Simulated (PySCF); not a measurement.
**Two-component Hartree-Fock for Te⁴³⁺ (tellurium, charge +43)**

Start: [He] 2s2 2p5; 2p1/2 filled at m_j = -1/2, +1/2; 2p3/2 filled at m_j = -1/2, +1/2, +3/2. Calculated with PySCF 2.14 in an uncontracted even-tempered set (17 s from 22 bohr⁻², ratio 2.4; 12 p from 29 bohr⁻², ratio 2.4; 5 d from 100 bohr⁻², ratio 2.6; 4 f from 160 bohr⁻², ratio 2.6): generalised Hartree-Fock with the X2C-1e Hamiltonian and a Gaussian nucleus; one run each with spin-orbit coupling (SO) switched off, then screened by Boettger's factors.

| spinor shell | electrons | ε, spin-free (eV) | ε, screened SO (eV) | weight of nominal j (screened SO) | rms radius, screened SO (bohr) |
| --- | --- | --- | --- | --- | --- |
| 1s1/2 | 2 | -35079.8 | -35073.1 | 1.000 | 0.0318 |
| 2s1/2 | 2 | -7806.3 | -7804.4 | 1.000 | 0.126 |
| 2p1/2 | 2 | -7348.8 | -7547.4 | 0.999 | 0.108 |
| 2p3/2 | 3 | -7348.8 | -7257.5 | 0.999 | 0.113 |

| quantity | spin-free | screened SO |
| --- | --- | --- |
| E (hartree) | -4866.80686 | -4871.66073 |
| M_J | 3/2 | 3/2 |
| ⟨J²⟩ | 3.750 | 3.750 |
| ⟨L²⟩ | 2.000 | 2.005 |
| ⟨S²⟩ | 0.750 | 0.755 |

Each row is a mean over spinors that exchange with the open shell spreads, by up to 42.355 eV (2s1/2).

Breit and QED terms are absent; they matter most for the inner s and p1/2 levels.

Densities and radii are taken from the X2C orbitals without a picture-change correction, which distorts them close to the nucleus.

Without spin-orbit coupling the j labels of p, d and f shells carry no meaning; the spin-free column gives the mean over the occupied spinors of each nl shell.
